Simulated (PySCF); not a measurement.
## Two-component Hartree-Fock for F⁴⁺ (fluorine, charge +4)

Start: [He] 2s2 2p1; 2p1/2 filled at m_j = +1/2. Calculated with PySCF 2.14 in x2c-TZVPPall-2c: generalised Hartree-Fock with the X2C-1e Hamiltonian and a Gaussian nucleus; one run each with spin-orbit coupling (SO) switched off, then screened by Boettger's factors.

```
spinor shell  electrons  ε, spin-free (eV)  ε, screened SO (eV)  weight of nominal j (screened SO)  rms radius, screened SO (bohr)
       1s1/2          2            -832.73              -832.71                              1.000                           0.202
       2s1/2          2            -127.24              -127.23                              0.999                           0.913
       2p1/2          1            -115.02              -115.08                              0.942                           0.847
```

| quantity | spin-free | screened SO |
| --- | --- | --- |
| E (hartree) | -92.21665 | -92.21891 |
| M_J | 1/2 | 1/2 |
| ⟨J²⟩ | 1.095 | 0.925 |
| ⟨L²⟩ | 2.007 | 2.007 |
| ⟨S²⟩ | 0.752 | 0.752 |

Each row is a mean over spinors that exchange with the open shell spreads, by up to 0.911 eV (2s1/2).

⟨J²⟩ departs a little from M_J(M_J + 1) because the unrestricted spinors polarise the closed shells.

Without spin-orbit coupling the j labels of p, d and f shells carry no meaning; the spin-free column gives the mean over the occupied spinors of each nl shell, and its ⟨J²⟩ belongs to a mixture of degenerate components.
